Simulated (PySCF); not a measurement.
BClI₂, SMILES B(Cl)(I)I. Coordinates come from a r2SCAN-D4/def2-SVP optimisation. The def2 effective core potentials stand for the cores of I; spin–orbit coupling is left out.

Method: r2SCAN-D4/def2-SVP (PySCF).

Harmonic wavenumbers (cm⁻¹): 120, 174, 285, 360, 727, 903. Rotational constants (GHz): 2.018, 0.5833, 0.4525; symmetry number 2.

Q: Work out the zero-point energy and the ideal-gas rigid-rotor harmonic-oscillator thermochemistry at 298.15 K and 1 atm.

A: ZPE = ½ Σ hcν = ½ × 2570 cm⁻¹ = 15.37 kJ/mol. H − E(el) = 31.18 kJ/mol. Entropy in J/(mol K): translation 179.88, rotation 123.02, vibration 35.67, total 338.57. G − E(el) = -69.77 kJ/mol. Cp = 68.14 J/(mol K). Modes under 150 cm⁻¹ make the vibrational entropy uncertain.
